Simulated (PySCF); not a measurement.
Species: CH11NOSi3.
Z-matrix (Å and degrees, PBE0-D3(BJ)/def2-SVP geometry), rows numbered from 1:
```
C 
Si  1  1.8661
N   2  1.7250  1  108.78
Si  2  2.3414  1  114.78  3  -120.09
O   2  1.6811  1  107.32  3   122.43
Si  5  1.6569  2  135.64  1  -120.08
H   1  1.1003  2  111.11  3    64.88
H   1  1.1024  2  110.44  3   -55.44
H   1  1.1003  2  110.46  3  -174.40
H   3  1.0128  2  122.18  1  -166.68
H   3  1.0136  2  122.36  1    37.14
H   4  1.4961  2  111.86  1   -69.97
H   4  1.4977  2  111.30  1    51.32
H   4  1.4994  2  109.43  1   170.40
H   6  1.4964  5  111.26  2   -57.81
H   6  1.4967  5  111.26  2    62.92
H   6  1.4903  5  108.28  2  -177.47
```

Theory: TDDFT CAM-B3LYP/def2-SVPD, vertical, gas phase, core orbitals frozen in the response in PySCF 2.14.0, density-fitted response routines.

Kohn–Sham orbitals with the atoms that hold most of them (Löwdin shares over 4%, at most four atoms; ? is withheld):

| orbital | ε (eV) | atoms |
| --- | --- | --- |
| LUMO+2 | 1.33 | Si4 30%, C1 13%, Si2 12%, H14 11% |
| LUMO+1 | 1.23 | Si6 28%, H16 10%, Si4 10%, H15 9% |
| LUMO | ? | ? |
| HOMO | -8.86 | ? |
| HOMO-1 | -9.28 | N3 53%, O5 14%, Si2 8%, H10 5% |
| HOMO-2 | -10.39 | O5 27%, Si6 24%, H15 22%, H17 8% |
| HOMO-3 | -10.50 | Si6 27%, H16 21%, O5 18%, H17 14% |

(1) Which atoms hold the HOMO, and with what shares?

(2) Which atoms hold the LUMO, and with what shares?

(3) What is the LUMO energy, and the HOMO–LUMO gap?

## Answers

(1) Si4 (bonded to Si and 3 H) 24%; Si2 (bonded to C, N, O and Si) 18%; O5 (bonded to 2 Si) 15%; N3 (bonded to Si and 2 H) 15%. By element: silicon 42% or more, oxygen 15%, nitrogen 15%.

(2) Si6 (bonded to O and 3 H) 16%; Si2 (bonded to C, N, O and Si) 14%; Si4 (bonded to Si and 3 H) 13%; H11 (bonded to N) 7%. By element: silicon 43%, hydrogen 7% or more.

(3) ε(LUMO) = 0.80 eV; the gap is 9.66 eV (0.3549 hartree).

**Question.** How does S1 compare with the orbital gap of 9.66 eV?

**Answer.** S1 is at 6.66 eV (f = 0.051), 3.00 eV below the gap, made of HOMO→LUMO (43%), HOMO-1→LUMO (30%). Without the coupling terms of the response equations the lowest excitation would equal the gap.

Next come S2 at 6.90 eV (f 0.0080), HOMO→LUMO (27%), HOMO-1→LUMO (24%), HOMO→LUMO+1 (16%); S3 at 7.13 eV (f 0.075), HOMO→LUMO+2 (60%), HOMO→LUMO+1 (12%), HOMO→LUMO (10%); S4 at 7.23 eV (f 0.045), HOMO→LUMO+1 (29%), HOMO-1→LUMO (20%), HOMO→LUMO+3 (12%); S5 at 7.62 eV (f 0.013), HOMO-1→LUMO+1 (48%), HOMO-3→LUMO (11%), HOMO-1→LUMO+3 (8%).

Löwdin shares depend on the basis, the more so with diffuse functions.

The run took 3.2 min wall on one thread, Arm Neoverse V2, no GPU, shared host.

One conformer stands for the species.
